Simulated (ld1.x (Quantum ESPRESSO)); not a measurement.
**Before and after: TM potential for Br (Z = 35)**

* Element: bromine (Br)
* Generator: ld1.x (Quantum ESPRESSO) 7.5
* Type: norm-conserving Troullier–Martins (Kleinman–Bylander form)
* Functional: revPBE
* Relativity: fully relativistic
* Frozen core: [Ar] 3d10
* Valence charge: 7
* Reference configuration: 4s2 4p4 (charge +1)
* Partial waves: 4p (bound): rc 1.70 bohr; 4s (bound): rc 1.35 bohr
* Local potential: the s channel
* Core correction: Bessel-smoothed model core, default radius (core density twice the valence density)

Open shells are filled in proportion to 2j + 1 (rel_dist='average').

Change: all radii but the core radius scaled by about 0.90 (s 1.22, p 1.52 bohr).

Cutoffs: the cutoffs (Ry, on a coarse ladder) from which the occupation-weighted sum of valence levels, in a spherical-Bessel basis at the reference potential, stays within 10 and 1 mRy of its value at 400 Ry; they do not see the model core or the augmentation charge, which bear on the density cutoff. Errors are all-electron minus pseudo energies relative to the spin-unpolarised reference configuration.

Question: How do hardness, ghosts and transferability respond?

Answer: The potential gets harder (45 Ry and 80 Ry → 55 Ry and 110 Ry); of the 7 tests that both files solve, the error grows in 2 and shrinks in 5 by more than 15 % and 0.3 meV (median size 4.2 → 1.3 meV); neither file shows a bound ghost. A smaller radius makes the pseudo-wave follow the all-electron one further in, where it bends more sharply, so more plane waves are needed.

| quantity | base | changed |
| --- | --- | --- |
| cutoff, loose | 45 Ry | 55 Ry |
| cutoff, tight | 80 Ry | 110 Ry |
| loose cutoff by channel (10 mRy a level) | p 21 Ry, s 35 Ry | p 21 Ry, s 45 Ry |
| bound ghosts | none | none |
| error for 4s2 4p5, meV [ΔE -12.52 eV] | +3.3 | +1.3 |
| error for 4s2 4p3, meV [ΔE 22.73 eV] | +3.6 | +1.0 |
| error for 4s2 4p2, meV [ΔE 56.67 eV] | +9.2 | -0.8 |
| error for 4s1 4p6, meV [ΔE -0.18 eV] | -4.2 | -6.0 |
| error for 4s2 4p4.5, meV [ΔE -7.46 eV] | +1.0 | +0.4 |
| error for 4s2 4p1, meV [ΔE 102.62 eV] | -7.9 | -21 |
| error for 4s2 4p5.3, meV [ΔE -14.47 eV] | +5.0 | +2.1 |
